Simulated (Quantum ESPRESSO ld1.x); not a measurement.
Problem. The mean radii <r> (bohr) of the occupied orbitals of an atom or ion are listed with their occupations. Method: scalar-relativistic Kohn-Sham, LDA (Slater exchange, Perdew-Wang correlation), spin-polarised, spherical densities, point nucleus; computed with ld1.x of Quantum ESPRESSO 7.5.

| orbital | occ. | <r> |
|---|---|---|
| 1s | 2 | 0.01632 |
| 2s | 2 | 0.06877 |
| 2p | 6 | 0.06236 |
| 3s | 2 | 0.1777 |
| 3p | 6 | 0.1794 |
| 3d | 10 | 0.1625 |
| 4s | 2 | 0.3919 |
| 4p | 6 | 0.4179 |
| 4d | 10 | 0.4400 |
| 5s | 2 | 0.8760 |
| 4f | 14 | 0.4677 |
| 5p | 6 | 1.007 |
| 5d | 10 | 1.384 |
| 6s | 2 | 2.377 |

Name the element and its charge. Open shells, if any, are filled with parallel spins first.

Solution. Z = 81, thallium, charge +1: Tl+ in [Hg]. The 1s radius gives Z: for a bare nucleus <r> = (2 gamma + 1)/(2Z) with gamma = sqrt(1 - (Z/c)^2), 0.01613 bohr for Z = 81, and screening makes it slightly larger (0.01632 here). The occupations add up to 80, and the charge is Z minus that.
